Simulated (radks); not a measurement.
Q: These are the eigenvalues of the occupied orbitals of an atom or ion with whole-number occupations (hartree). Calculated with a radial shooting solver on a logarithmic mesh with Libxc functionals: scalar-relativistic Kohn-Sham, PBE, spin-polarised, spherical densities, point nucleus.

| orbital | eigenvalue |
|---|---|
| 1s up | -2621.832 |
| 1s down | -2621.760 |
| 2s up | -508.2281 |
| 2s down | -508.1892 |
| 2p up | -452.9952 |
| 2p down | -452.9336 |
| 3s up | -166.3168 |
| 3s down | -166.2540 |
| 3p up | -149.9044 |
| 3p down | -149.8326 |
| 3d up | -131.5726 |
| 3d down | -131.5049 |
| 4s up | -77.73588 |
| 4s down | -77.40515 |
| 4p up | -71.59008 |
| 4p down | -71.26161 |

Which element is it, and in what charge state? The configuration may be excited. Open shells, if any, are filled with parallel spins first.

A: Z = 74, tungsten, charge +40: W40+ in [Ar] 3d10 4s2 4p4. The list shows which subshells hold electrons but not how many an open one holds; the 1s level, -2621.8 hartree, gives Z - s = 72.4 by -(Z - s)^2/2, which with screening and relativity narrows Z to a few neighbours, and the depths of the outer levels then fix element, charge and occupations together.
